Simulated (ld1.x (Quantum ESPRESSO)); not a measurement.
# Mo: variants of one TM potential

Base potential:

ld1.x (Quantum ESPRESSO) 7.5 input, shortened:

```
&input
   title='Mo', zed=42., rel=2, dft='PZ', iswitch=3,
   config='[Kr] 4d5 4f-2 5s0 5p0', rel_dist='average'
 /
 &inputp
   pseudotype=2, tm=.true., lloc=-1, rcloc=1.50,
   nlcc=.true., new_core_ps=.true., rcore=0.90
 /
4
4S  1  0   2.00   0.00  1.55  1.55  0.0
4P  2  1   6.00   0.00  1.50  1.50  0.0
4D  3  2   5.00   0.00  1.45  1.45  0.0
4F  4  3  -2.00  -0.15  1.20  1.20  0.0
 &test
   configts(1)='4s2 4p6 4d5 5s0 5p0'
 /
```

Open shells are filled in proportion to 2j + 1 (rel_dist='average').

Cutoffs, loose and tight: the cutoffs (Ry, on a coarse ladder) from which the occupation-weighted sum of valence levels, in a spherical-Bessel basis at the reference potential, stays within 10 and 1 mRy of its value at 400 Ry. They do not see the model core or the augmentation charge, which bear on the density cutoff. Test errors are all-electron minus pseudo excitation energies from the reference, over the configurations 4s2 4p6 4d5 5s1 5p0; 4s2 4p6 4d4 5s0 5p0; 4s2 4p6 4d3 5s0 5p0; 4s2 4p6 4d5 5s0.5 5p0; 4s1 4p6 4d5 5s1 5p0; 4s2 4p6 4d2 5s0 5p0; 4s2 4p6 4d6 5s0 5p0. A dash means not determined; rows that change the core or the reference have their own tests.

Cutoffs are not given where the Bessel-basis levels miss the radial ones by over 6 mRy, ghosts where they miss by over 20 mRy; a channel whose overlap is not positive is not tested.

On the changes marked as counting shells twice: ld1.x takes every shell without a wave as core, so the model core holds the marked electrons as well and exchange and correlation see them twice. This cancels in the reference configuration, but the file is broken for other ones, and its errors say nothing about a proper core correction.

```csv
change,outcome,"cutoff, loose","cutoff, tight",bound ghosts,largest test error (meV)
base,generated,–,–,not determined,+310
reference 4s2 4p6 4d5 5s1 5p0 (5s counted twice),"generated, misses its reference levels by 0.20 eV",–,–,not determined,-1425
wave 4d (bound): rc 1.45 bohr becomes 4d (bound): rc 1.74 bohr,generated,–,–,not determined,+304
local potential the d channel,generated,–,–,not determined,+176
```

(1) What comes out with this change to the base: core [Kr], valence charge 6; reference 4d5 5s1 5p0; waves now 5p (bound): rc 4.20 bohr; 4d (bound): rc 1.50 bohr; 4f channel at -0.15 Ry: rc 4.15 bohr; 5s (bound): rc 2.75 bohr; local potential the s channel; core correction none?

(2) What comes out with this change to the base: wave 4p (bound): rc 1.50 bohr becomes 4p (bound): rc 2.10 bohr?

Results:

(1) outcome: generated; cutoff, loose: 45 Ry; cutoff, tight: 55 Ry; bound ghosts: none; largest test error (meV): -225.

(2) outcome: generated; cutoff, loose: 60 Ry; cutoff, tight: 80 Ry; bound ghosts: none; largest test error (meV): +328.
